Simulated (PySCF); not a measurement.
Compound: cis-Hf(NH3)2Cl4 (singlet state).
Cartesian coordinates in Å at the PBE0-D3(BJ)/def2-SVP level; atoms count from 1:
```xyz
13
Cl4H6HfN2 angstrom
Hf    -0.748    0.134   -0.751
N     -0.649   -0.100    1.641
H     -1.616    0.026    1.950
H     -0.096    0.615    2.114
H     -0.357   -1.025    1.959
Cl    -0.441    0.352   -3.095
N      1.643   -0.104   -0.645
H      1.941   -0.140   -1.623
H      1.981   -0.960   -0.205
H      2.108    0.702   -0.227
Cl    -3.093    0.348   -0.447
Cl    -0.097    2.376   -0.097
Cl    -0.546   -2.275   -0.552
```

Theory: PBE0-D3(BJ)/def2-SVP geometry optimisation, gas phase, def2 core potentials past Kr in PySCF.

**Question.** Which atoms are bound to Hf1, and at what distances?

**Answer.** 6 atoms: Cl6 2.373 Å, Cl11 2.374 Å, N7 2.405 Å, N2 2.406 Å, Cl12 2.424 Å, Cl13 2.426 Å. The nearest atom not counted as bound is H3, at 2.84 Å (others tie with it).

**Question.** List the angles at Hf1.

**Answer.** 
```csv
angle,degrees,distance of the outer atoms (Å)
N2–Hf1–Cl6,170.2,4.76
N7–Hf1–Cl11,170.1,4.76
Cl12–Hf1–Cl13,150.9,4.69
Cl6–Hf1–Cl11,104.2,3.75
Cl11–Hf1–Cl13,99.3,3.66
Cl6–Hf1–Cl13,99.3,3.66
Cl11–Hf1–Cl12,98.5,3.63
Cl6–Hf1–Cl12,98.5,3.63
Cl6–Hf1–N7,85.6,3.25
N2–Hf1–Cl11,85.5,3.25
N2–Hf1–N7,84.6,3.24
N2–Hf1–Cl13,79.5,3.09
N7–Hf1–Cl13,79.4,3.08
N7–Hf1–Cl12,79.2,3.08
N2–Hf1–Cl12,79.1,3.07
```

**Question.** Describe the arrangement about Hf1 in numbers.

**Answer.** The three widest angles are 170.2°, 170.1° and 150.9°, the others run from 79.1° to 104.2°. The Hf–Cl distances aren't all alike: 2.373 to 2.426 Å.

**Question.** What are the other bond lengths?

**Answer.** N2–H3 and 5 like bonds 1.021 Å.

**Question.** What are the rotational constants (commonest isotopes, rigid rotor)?

**Answer.** A = 800.8, B = 746.2, C = 692.2 MHz: an asymmetric top.

Charge 0, singlet. No PBE0-D3(BJ)/def2-SVP frequencies stand behind this structure, so it isn't proved a minimum.

On one thread of an Intel Xeon at 2.50 GHz, no GPU, shared host with 64 logical CPUs at a one-minute load of 62, this took 15 min and 0.68 GiB of memory at its peak. That covers the optimisation of the geometry.
